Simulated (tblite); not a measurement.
Species: C₃H₁₁AsNSi (doublet state).
Bonds: C1–N2, N2–C3, N2–C4, C4–Si5, Si5–As6. Hydrogens: H7, H8, H9 on C1; H10, H11, H12 on C3; H13 on C4; H14, H15 on Si5; H16, H17 on As6.

Computed with GFN2-xTB (tblite), gas phase: L-BFGS steps from a force-field or distance-geometry start until the largest atomic force falls under 0.01 eV/Å.

The end geometry, which sets the zero of energy:
```
atom  x, y, z in Å
C1     -1.7993   -1.6976    0.1817
N2     -1.0024   -0.5191   -0.0385
C3     -1.7375    0.7127   -0.0695
C4      0.3225   -0.5127    0.2929
Si5     1.4076    0.9606    0.4853
As6     3.4850    0.0877    1.0587
H7     -2.5716   -1.7690   -0.5875
H8     -1.1707   -2.5840    0.1304
H9     -2.2930   -1.6753    1.1622
H10    -2.0681    1.0165    0.9317
H11    -1.1097    1.4998   -0.4754
H12    -2.6180    0.5941   -0.7032
H13     0.7459   -1.5044    0.3930
H14     1.4411    1.8361   -0.7149
H15     0.9189    1.8801    1.5452
H16     4.0197    1.4506    1.3835
H17     4.0225    0.2359   -0.3359
```

Question: These geometries come from the run, each turned onto the end geometry. Order them by energy, lowest first.
A.
```
atom  x, y, z in Å
C1     -1.7538   -1.6999    0.1417
N2     -0.9779   -0.5033   -0.0523
C3     -1.7336    0.7161   -0.0623
C4      0.3457   -0.4779    0.2846
Si5     1.3776    1.0165    0.5762
As6     3.4647    0.2211    1.2248
H7     -2.5172   -1.7716   -0.6360
H8     -1.1076   -2.5730    0.0801
H9     -2.2560   -1.7046    1.1185
H10    -2.0553    1.0069    0.9454
H11    -1.1238    1.5155   -0.4719
H12    -2.6196    0.5875   -0.6853
H13     0.7926   -1.4613    0.3580
H14     1.4353    1.9353   -0.5900
H15     0.8159    1.8795    1.6475
H16     4.1077    1.5463    0.9338
H17     3.7982   -0.2209   -0.1730
```
B.
```
atom  x, y, z in Å
C1     -1.5985   -1.6986    0.1220
N2     -0.9668   -0.4188   -0.0663
C3     -1.8169    0.7039    0.1940
C4      0.3935   -0.2983   -0.1142
Si5     1.3800    1.1847    0.3505
As6     3.3810    0.6884    1.4507
H7     -2.1777   -1.9930   -0.7609
H8     -0.8544   -2.4674    0.3207
H9     -2.2861   -1.6378    0.9712
H10    -2.1139    0.7411    1.2494
H11    -1.2967    1.6219   -0.0513
H12    -2.7185    0.6329   -0.4172
H13     0.8859   -1.2340   -0.3383
H14     1.6769    1.9958   -0.8574
H15     0.6148    2.0994    1.2247
H16     4.1684    0.8793    0.1862
H17     3.3221   -0.7876    1.1759
```
C.
```
atom  x, y, z in Å
C1     -1.6072   -1.7070    0.0200
N2     -0.9468   -0.4316   -0.0280
C3     -1.8071    0.7004    0.1509
C4      0.3936   -0.3156    0.2066
Si5     1.3767    1.2261    0.4165
As6     3.4100    0.6438    1.3899
H7     -2.2789   -1.8057   -0.8397
H8     -0.8791   -2.5133   -0.0033
H9     -2.1949   -1.8030    0.9408
H10    -2.0257    0.9013    1.2092
H11    -1.3358    1.5794   -0.2778
H12    -2.7515    0.5114   -0.3632
H13     0.9191   -1.2614    0.2002
H14     1.5537    2.0201   -0.8245
H15     0.6915    2.1741    1.3348
H16     4.1911    0.8901    0.1259
H17     3.2842   -0.7971    0.9816
```
D.
```
atom  x, y, z in Å
C1     -1.1487   -1.5338    0.4816
N2     -0.9486   -0.1310    0.1942
C3     -2.1550    0.6068   -0.1116
C4      0.2328    0.2448   -0.4285
Si5     1.4328    1.3153    0.5151
As6     3.0724   -0.0921    1.4866
H7     -1.7274   -2.0526   -0.2940
H8     -0.1720   -2.0105    0.5830
H9     -1.6698   -1.6184    1.4372
H10    -2.9080    0.4079    0.6513
H11    -1.9383    1.6732   -0.1393
H12    -2.5648    0.3144   -1.0900
H13     0.7185   -0.5720   -0.9745
H14     2.1530    2.2634   -0.3501
H15     0.8254    2.1031    1.6049
H16     4.1303    0.3025    0.4960
H17     2.6603   -1.2089    0.5777
```
E.
```
atom  x, y, z in Å
C1     -1.6305   -1.7015    0.0855
N2     -0.9393   -0.4481   -0.0746
C3     -1.7731    0.7175   -0.0002
C4      0.3861   -0.3663    0.2490
Si5     1.3515    1.1693    0.5571
As6     3.4445    0.5519    1.3619
H7     -2.4845   -1.7379   -0.5929
H8     -0.9630   -2.5243   -0.1594
H9     -1.9952   -1.8408    1.1124
H10    -2.1344    0.8994    1.0209
H11    -1.2155    1.5888   -0.3301
H12    -2.6405    0.5834   -0.6495
H13     0.8760   -1.3295    0.2987
H14     1.4386    2.0469   -0.6400
H15     0.6857    2.0318    1.5684
H16     4.1697    1.1418    0.1854
H17     3.4167   -0.7703    0.6468
```

Answer: A (0.003 eV), E (0.029 eV), C (0.055 eV), B (0.128 eV), D (0.487 eV).

In the order of the answer:

| step | E above end (eV) | largest force (eV/Å) | rms force component (eV/Å) | rms distance from end (Å) | rms bond change (Å) | bond most changed (Å) |
| --- | --- | --- | --- | --- | --- | --- |
| 167 | 0.003 | 0.03 | 0.008 | 0.194 | 0.001 | As6–H16 +0.002 |
| 128 | 0.029 | 0.05 | 0.017 | 0.534 | 0.001 | As6–H16 +0.003 |
| 80 | 0.055 | 0.13 | 0.044 | 0.641 | 0.002 | As6–H16 +0.007 |
| 58 | 0.128 | 0.13 | 0.042 | 0.705 | 0.004 | Si5–As6 +0.012 |
| 17 | 0.487 | 0.25 | 0.080 | 1.034 | 0.016 | Si5–As6 +0.044 |

The cost below is that of the whole relaxation. On Arm Neoverse V1, one thread, no GPU, on a shared host, this took 1.4 s wall.
